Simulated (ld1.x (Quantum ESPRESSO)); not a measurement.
PBEsol TM dataset for rhenium (Re), scalar-relativistic all-electron reference.

ld1.x (Quantum ESPRESSO) 7.5 input, shortened:

```
&input
   title='Re', zed=75., rel=1, dft='PBESOL', iswitch=3,
   config='[Xe] 4f14 5d5 6s1.5 6p0'
 /
 &inputp
   pseudotype=2, tm=.true., lloc=0,
   nlcc=.false.
 /
3
6P  2  1   0.00   0.00  3.25  3.25  0.0
5D  3  2   5.00   0.00  1.85  1.85  0.0
6S  1  0   1.50   0.00  2.10  2.10  0.0
 &test
   configts(1)='5d5 6s1.5 6p0'
 /
```

Poles of the logarithmic derivatives, all-electron (AE) and pseudo (PS). s: poles at -0.1, 4.4 (AE) and -0.1, 2.7 (PS) Ry. p: poles at 0.9 (AE) and 0.8, 4.7 (PS) Ry. d: poles at -0.5, 2.6 (AE) and -0.5, 2.9 (PS) Ry. Test radius 3.54 bohr.

- Cutoffs needed: 35 Ry and 40 Ry (the cutoffs (Ry, on a coarse ladder) from which the occupation-weighted sum of valence levels, in a spherical-Bessel basis at the reference potential, stays within 10 and 1 mRy of its value at 400 Ry)
- Ghost test: no extra level below or beside the all-electron valence levels (p, d, s, f tested) (spherical-Bessel basis up to 400 Ry, 20 bohr box)
- Largest excitation error: -235 meV (all-electron minus pseudo) for 5d3 6s0 6p0, out of 7 test configurations
